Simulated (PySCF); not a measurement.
Structure and largest two-photon cross section among the few lowest singlets (linear parallel light, single beam, Lorentzian half width 0.1 eV, states within 0.08 eV summed)

The calculation used PySCF 2.14.0, TDDFT CAM-B3LYP/aug-cc-pVDZ excited states, vertical, gas phase. Geometry: PBE0-D3(BJ)/def2-SVP.

Each molecule in one low-energy conformer. The parent is C1=C/CCCCCC/1.

**Question.** How does the largest two-photon cross section among the few lowest singlets (linear parallel light, single beam, Lorentzian half width 0.1 eV, states within 0.08 eV summed) change along this series?
- C1=C/CCCCCC/1 (base)
- Cl/C1=C\CCCCCC1 (H replaced by Cl)
- F/C1=C\CCCCCC1 (H replaced by F)

**Answer.** 
| molecule | S1 (eV) | f(S1) | largest σ (GM) | at photon λ (nm) |
| --- | --- | --- | --- | --- |
| C1=C/CCCCCC/1 | 6.03 | 0.032 | 9.9 | 367 |
| Cl/C1=C\CCCCCC1 | 5.71 | 0.046 | 4.5 | 364 |
| F/C1=C\CCCCCC1 | 5.87 | 0.021 | 8.0 | 366 |

The largest two-photon cross section among the few lowest singlets (linear parallel light, single beam, Lorentzian half width 0.1 eV, states within 0.08 eV summed) is lowest for Cl/C1=C\CCCCCC1 and highest for C1=C/CCCCCC/1.
